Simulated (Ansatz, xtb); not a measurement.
**Two isomers of C4H6N2Se**

Structure a: `C[Se]c1cnc[nH]1`, a singlet. Structure b: `CCc1ncn[se]1`, a singlet. Both are isolated molecules in the gas phase, relaxed with PBE0-D3(BJ)/def2-SVP; the shapes shown needn't be the lowest conformers.

a (Å):

```yaml
atoms:
  - { symbol: C, position_ang: [-0.7435, -1.8130, -1.9411] }
  - { symbol: C, position_ang: [-0.6053, -1.0142, 0.8490] }
  - { symbol: C, position_ang: [-0.3216, -1.9236, 1.8489] }
  - { symbol: C, position_ang: [-2.0593, -0.8761, 2.4997] }
  - { symbol: N, position_ang: [-1.2298, -1.8286, 2.8590] }
  - { symbol: N, position_ang: [-1.7279, -0.3508, 1.2956] }
  - { symbol: Se, position_ang: [0.2559, -0.6106, -0.7720] }
  - { symbol: H, position_ang: [-0.3194, -1.6958, -2.9483] }
  - { symbol: H, position_ang: [-1.8072, -1.5436, -1.9596] }
  - { symbol: H, position_ang: [-0.6169, -2.8502, -1.6062] }
  - { symbol: H, position_ang: [0.5028, -2.6355, 1.8704] }
  - { symbol: H, position_ang: [-2.9168, -0.5263, 3.0755] }
  - { symbol: H, position_ang: [-2.1903, 0.4020, 0.8016] }
```

b (Å):

```xyz
13

C    -1.0569    0.2294    0.3554
C    -0.2472   -0.9090    0.9489
C     1.2339   -0.7418    0.8646
C     3.3788   -1.1933    1.1004
N     2.0942   -1.6051    1.3100
N     3.6646   -0.0630    0.5196
Se    2.1037    0.7413    0.1033
H    -0.8410    0.3600   -0.7171
H    -0.8437    1.1828    0.8647
H    -2.1347    0.0376    0.4535
H    -0.4931   -1.8656    0.4574
H    -0.4960   -1.0557    2.0137
H     4.1989   -1.8389    1.4339
```

**Question.** Which of the two would you expect CCSD(T)/def2-SVP + ΔMP2/def2-TZVPP electronic energies to favour?

**Answer.** Not settled: CCSD(T)/def2-SVP + ΔMP2/def2-TZVPP gives E(b) − E(a) = −0.062 eV, but this leans on the basis-set step: CCSD(T) alone gives +0.044 eV.

How the difference moves with the method:

```json
{"level": "PBE0-D3(BJ)/def2-SVP", "geometry": "PBE0-D3(BJ)/def2-SVP", "E(b) − E(a) (eV)": "+0.194", "departure from the last row (eV)": "+0.256", "job, with rough time for the two": "optimisation, 84 s"}
{"level": "HF/def2-SVP", "geometry": "PBE0-D3(BJ)/def2-SVP", "E(b) − E(a) (eV)": "+0.364", "departure from the last row (eV)": "+0.425", "job, with rough time for the two": "part of the CCSD(T) run"}
{"level": "MP2/def2-SVP", "geometry": "PBE0-D3(BJ)/def2-SVP", "E(b) − E(a) (eV)": "+0.127", "departure from the last row (eV)": "+0.188", "job, with rough time for the two": "part of the CCSD(T) run"}
{"level": "CCSD(T)/def2-SVP", "geometry": "PBE0-D3(BJ)/def2-SVP", "E(b) − E(a) (eV)": "+0.044", "departure from the last row (eV)": "+0.106", "job, with rough time for the two": "single point"}
{"level": "CCSD(T)/def2-SVP + ΔMP2/def2-TZVPP", "geometry": "PBE0-D3(BJ)/def2-SVP", "E(b) − E(a) (eV)": "−0.062", "departure from the last row (eV)": "", "job, with rough time for the two": "single point, 1.8 min"}
```

As drawn, b has 2 C–C, 1 N∷Se, 1 C∷Se, 1 C–H in place of 2 C–Se, 1 C∷C, 1 C∷N, 1 N–H (∷ is an aromatic bond).

PBE0-D3(BJ)/def2-SVP, HF/def2-SVP, MP2/def2-SVP, CCSD(T)/def2-SVP put the two in the other order. The largest departure from CCSD(T)/def2-SVP + ΔMP2/def2-TZVPP is that of HF/def2-SVP, 0.425 eV. Levels run at GFN2-xTB geometries aren't shown. The last row adds to CCSD(T) the change of the MP2 difference between the two basis sets, here −0.106 eV.

With thermal terms from frequencies at re-optimised GFN2-xTB minima (ideal gas, soft modes damped towards free rotors, one conformer each, 298.15 K, 1 atm): on the last row, ΔE + ΔZPE = −0.039, ΔH = −0.048, ΔG = −0.025 eV.

The correlated steps freeze 15 core orbitals; the filled d shell of Se is correlated, in a basis made for valence electrons. Codes used: Ansatz 0.2.0, xtb 6.7.1; the last row on 4 threads of Arm Neoverse V1 on a shared host.
